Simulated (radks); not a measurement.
The tantalum ion Ta2+ inside a hard spherical wall (all orbitals vanish at R), configuration held at [Xe] 4f14 5d3 and not refilled when levels cross. Method: scalar-relativistic Kohn-Sham, PBEsol, spin-polarised, spherical densities, finite nucleus; open shells are filled with parallel spins first (spin-orbit coupling, left out, can overturn this in heavy ions); Fermi nuclear charge, rms radius 5.3507 fm; computed with a radial shooting solver on a logarithmic mesh with Libxc functionals. Eigenvalues in eV for spin up, with the zero of energy where the potential of the charges vanishes at infinity; a dash marks a level that is unbound or too diffuse for the functional's potential to be trusted. A positive occupied level is held by the wall or, in an anion where self-interaction has pushed it up, behind a barrier. The pressure on the wall is -dE/dV.

[
 {"R (bohr)": "free", "E (hartree)": "-15596.8367", "kinetic (hartree)": "17129.338", "e(5s)": "-88.964", "e(5p)": "-55.601", "e(4f)": "-40.275", "e(5d)": "-19.209", "e(6s, empty)": "-19.078", "e(6p, empty)": "-12.866", "pressure (GPa)": "0"},
 {"R (bohr)": "12", "E (hartree)": "-15596.8367", "kinetic (hartree)": "17129.338", "e(5s)": "-88.964", "e(5p)": "-55.601", "e(4f)": "-40.275", "e(5d)": "-19.209", "e(6s, empty)": "-19.078", "e(6p, empty)": "-12.866", "pressure (GPa)": "< 0.0001"},
 {"R (bohr)": "7", "E (hartree)": "-15596.8363", "kinetic (hartree)": "17129.343", "e(5s)": "-88.935", "e(5p)": "-55.574", "e(4f)": "-40.245", "e(5d)": "-19.184", "e(6s, empty)": "-19.031", "e(6p, empty)": "-12.621", "pressure (GPa)": "0.0412"},
 {"R (bohr)": "6", "E (hartree)": "-15596.8338", "kinetic (hartree)": "17129.366", "e(5s)": "-88.826", "e(5p)": "-55.471", "e(4f)": "-40.130", "e(5d)": "-19.082", "e(6s, empty)": "-18.829", "e(6p, empty)": "-12.008", "pressure (GPa)": "0.350"},
 {"R (bohr)": "5", "E (hartree)": "-15596.8190", "kinetic (hartree)": "17129.471", "e(5s)": "-88.396", "e(5p)": "-55.071", "e(4f)": "-39.676", "e(5d)": "-18.646", "e(6s, empty)": "-17.907", "e(6p, empty)": "-10.007", "pressure (GPa)": "2.92"},
 {"R (bohr)": "3.5", "E (hartree)": "-15596.5824", "kinetic (hartree)": "17130.718", "e(5s)": "-85.332", "e(5p)": "-52.210", "e(4f)": "-36.277", "e(5d)": "-14.623", "e(6s, empty)": "-8.369", "e(6p, empty)": "5.107", "pressure (GPa)": "90.9"},
 {"R (bohr)": "1.5", "E (hartree)": "-15563.2533", "kinetic (hartree)": "17262.883", "e(5s)": "11.905", "e(5p)": "62.745", "e(4f)": "56.388", "e(5d)": "138.82", "e(6s, empty)": "356.13", "e(6p, empty)": "417.04", "pressure (GPa)": "115000"}
]
